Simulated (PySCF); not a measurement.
Si(NH2)(SiH3) (H₅NSi₂), SMILES N[Si][SiH3] (connectivity only; charge and spin as stated), neutral, multiplicity 1.

The structure is a stationary point at r2SCAN-D4/def2-TZVP. One conformer was computed; it need not be the lowest.

Calculation: PySCF with r2SCAN-D4/def2-TZVP.

Frequencies are harmonic and unscaled.

```tsv
mode	ν (cm⁻¹)	IR (km/mol)	moving atoms (share of kinetic energy)
1	84	0.0	H 87 %
2	178	5.7	N 39 %, H 35 %, Si 26 %
3	352	16.8	H 93 %
4	363	7.7	Si 82 %, H 17 %
5	496	27.7	H 69 %, Si 28 %
6	597	106.3	H 84 %, N 13 %
7	627	75.9	H 90 %
8	817	125.2	H 73 %, N 20 %
9	861	44.2	N 45 %, Si 31 %, H 24 %
10	865	154.6	H 83 %, Si 11 %
11	931	32.9	H 98 %
12	937	38.7	H 97 %
13	1590	42.7	H 90 %, N 10 %
14	2149	117.4	H 97 %
15	2183	88.9	H 97 %
16	2186	94.1	H 96 %
17	3516	9.4	H 96 %
18	3612	38.9	H 91 %, N 9 %
```
